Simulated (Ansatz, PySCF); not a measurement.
trichloro(chlorosilyl)silane (Cl4H2Si2), SMILES Cl[SiH2][Si](Cl)(Cl)Cl. Atoms are numbered in the order given.

```xyz
8

Si     1.7308    -0.5008    -0.2632
Cl     2.5708     1.2160     0.5201
Si    -0.5580    -0.2220    -0.0991
Cl    -1.0998     0.0179     1.8590
Cl    -1.1450     1.4278    -1.1567
Cl    -1.5101    -1.8729    -0.8565
H      2.1644    -1.6782     0.5312
H      2.1311    -0.6504    -1.6855
```

Geometry optimised at ωB97X-D3(BJ)/def2-SVP. The values are those of a single conformer.

Two levels are set side by side: PBE-D3(BJ)/def2-SVP (Ansatz, a program for electronic structure) and ωB97X-D3(BJ)/def2-SVP (PySCF). Each level has its own optimised geometry; the coordinates shown are those of the second. Frequencies come from the Hessian of PySCF at each geometry. Differences are taken from unrounded values.

| quantity | ωB97X-D3(BJ) |
|---|---|
| mean bond length (Å) | 1.927 |
| bond Si1–Cl2 (Å) | 2.066 |
| bond Si1–Si3 (Å) | 2.312 |
| bond Si3–Cl4 (Å) | 2.046 |
| bond Si3–Cl5 (Å) | 2.046 |
| bond Si3–Cl6 (Å) | 2.051 |
| bond Si1–H7 (Å) | 1.485 |
| bond Si1–H8 (Å) | 1.485 |
| highest harmonic wavenumber (cm⁻¹) | 2293 |
| mean harmonic wavenumber (cm⁻¹) | 626 |
| zero-point energy (kcal/mol) | 16.12 |

Question: What does PBE-D3(BJ) give, and how far is it from ωB97X-D3(BJ)? (Estimate from the structure and the level; the computed values follow.)

Answer: 
| quantity | PBE-D3(BJ) | PBE-D3(BJ) minus ωB97X-D3(BJ) |
|---|---|---|
| mean bond length (Å) | 1.948 | 0.021 |
| bond Si1–Cl2 (Å) | 2.081 | 0.016 |
| bond Si1–Si3 (Å) | 2.341 | 0.029 |
| bond Si3–Cl4 (Å) | 2.069 | 0.023 |
| bond Si3–Cl5 (Å) | 2.069 | 0.023 |
| bond Si3–Cl6 (Å) | 2.075 | 0.024 |
| bond Si1–H7 (Å) | 1.501 | 0.016 |
| bond Si1–H8 (Å) | 1.501 | 0.016 |
| highest harmonic wavenumber (cm⁻¹) | 2188 | -104 |
| mean harmonic wavenumber (cm⁻¹) | 592 | -35 |
| zero-point energy (kcal/mol) | 15.23 | -0.89 |

GGA bonds tend to be longer and softer than those of functionals with exact exchange. Differences between two approximate levels are no errors against the true value.
